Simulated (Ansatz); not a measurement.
A run for Ansatz (a quantum-chemistry and plane-wave program): R-PBE0/def2-TZVPP on Cl2H7NOSi3 (SMILES [SiH3]N[Si](Cl)(Cl)O[SiH3]).

Ansatz 0.2 input:
```yaml
crystal:
  periodic: [false, false, false]
  atoms:
    - {symbol: Si, position_ang: [0.22567001, -0.08591586, -0.42323112]}
    - {symbol: O, position_ang: [1.16036789, 0.73045104, 0.64334874]}
    - {symbol: Si, position_ang: [2.77693194, 1.02862663, 0.97210160]}
    - {symbol: N, position_ang: [-1.35282388, -0.17908342, 0.21227851]}
    - {symbol: Si, position_ang: [-2.79472593, -0.84980780, -0.52684508]}
    - {symbol: Cl, position_ang: [1.05162942, -1.95735806, -0.74736709]}
    - {symbol: Cl, position_ang: [0.24405728, 0.86636675, -2.25704695]}
    - {symbol: H, position_ang: [3.30946057, -0.04453615, 1.85390618]}
    - {symbol: H, position_ang: [3.55066320, 1.07192511, -0.29879546]}
    - {symbol: H, position_ang: [2.85478890, 2.33992356, 1.66621066]}
    - {symbol: H, position_ang: [-1.43521528, 0.22072693, 1.14546955]}
    - {symbol: H, position_ang: [-3.39305301, -1.90076168, 0.34532398]}
    - {symbol: H, position_ang: [-3.82648830, 0.20081205, -0.76274799]}
    - {symbol: H, position_ang: [-2.37126282, -1.44146910, -1.82250554]}
basis:
  gaussian:
    orbitals: def2-TZVPP
hamiltonian:
  xc: {name: PBE0}
scf: {lower_state_search: off}
```

Q: What total energy does the run end on?

A: -1922.6180 hartree.

Q: How many basis functions does it have, and what does it roughly cost on one machine?

A: 370 functions; very roughly 22 core-seconds.
